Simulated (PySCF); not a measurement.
Be(Me)(SeH) (CH4BeSe), SMILES [CH3][Be][SeH].

Geometry optimised at B3LYP-D3(BJ)/def2-TZVP. Other conformers were not sampled.

All values below come from CAM-B3LYP/def2-TZVPD in PySCF.

The molecule is in vacuum.

Problem. Estimate the frontier levels, gap, dipole moment and polarisability. (The exact figures need the calculation; the answer reports its results.)

Solution. 
```
Quantity                                                                                                       Result
---------------------------------------------------------------------------------------------  ----------------------
highest occupied level                                                                                       -8.44 eV
lowest empty level                                                                                            0.11 eV
orbital gap                                                                                                   8.55 eV
dipole moment                                                                                                  1.05 D
quadrupole, principal values (traceless, Buckingham form, about the centre of nuclear charge)  -3.74, -1.32, 5.06 D·Å
mean static polarisability                                                                       58.1 bohr³ (8.61 Å³)
polarisability, principal values                                                               51.4, 51.8, 71.0 bohr³
```
